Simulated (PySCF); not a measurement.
A calculated (r2SCAN, PySCF 2.14, aug-cc-pVDZ-DK, the spin-free X2C one-electron Hamiltonian (Gaussian nucleus)) atom or ion has these occupied shells.

```json
{"shell": "1s α", "electrons": "1", "orbital energy (eV)": "-717.74", "rms radius, mean of both spins (bohr)": "0.204"}
{"shell": "1s β", "electrons": "1", "orbital energy (eV)": "-714.08", "rms radius, mean of both spins (bohr)": "0.204"}
{"shell": "2s α", "electrons": "1", "orbital energy (eV)": "-73.046", "rms radius, mean of both spins (bohr)": "1.02"}
{"shell": "2s β", "electrons": "1", "orbital energy (eV)": "-63.569", "rms radius, mean of both spins (bohr)": "1.02"}
{"shell": "2p α", "electrons": "3", "orbital energy (eV)": "-52.776", "rms radius, mean of both spins (bohr)": "0.988"}
```

(1) Name the element and its charge.

## Answers

(1) F²⁺ (fluorine, charge +2), in [He] 2s2 2p3, high-spin 4S determinant.
